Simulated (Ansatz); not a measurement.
FH3O2SZr (`[OH][Zr]([OH])([F])[SH]`) at its PBE0-D4/def2-TZVP geometry, where that method's forces vanish. Charge 0, multiplicity 1. Zr: def2 effective core potential.

```
atom   x (Å)   y (Å)   z (Å)
  O1  -1.246   1.475   0.422
 Zr2  -0.049   0.193  -0.317
  O3  -0.600  -1.619  -0.094
  F4   0.179   0.503  -2.189
  S5   2.087   0.527   0.871
  H6  -1.958   1.990   0.789
  H7  -1.004  -2.450   0.138
  H8   2.590  -0.621   0.379
```

(1) For each bond, give half the difference of the two atoms' forces along it (eV/Å; positive pushes the atoms apart) under PBE-D4, r2SCAN-D4, B3LYP-D4, ωB97M-V in def2-TZVPP. (Estimate.)

## Answers

(1) Ansatz gave: 
```tsv
bond	length (Å)	PBE-D4	r2SCAN-D4	B3LYP-D4	ωB97M-V
O1–Zr2	1.903	-0.01	0.11	0.16	0.11
O1–H6	0.953	0.29	-0.06	-0.12	-0.10
Zr2–O3	1.907	-0.03	0.10	0.15	0.09
Zr2–F4	1.911	0.20	0.02	0.14	0.00
Zr2–S5	2.467	0.01	0.03	0.08	0.04
O3–H7	0.953	0.29	-0.05	-0.11	-0.10
S5–H8	1.347	0.24	0.00	-0.01	-0.08
```

B3LYP here is the variant with VWN-RPA as its local correlation; programs differ in this.
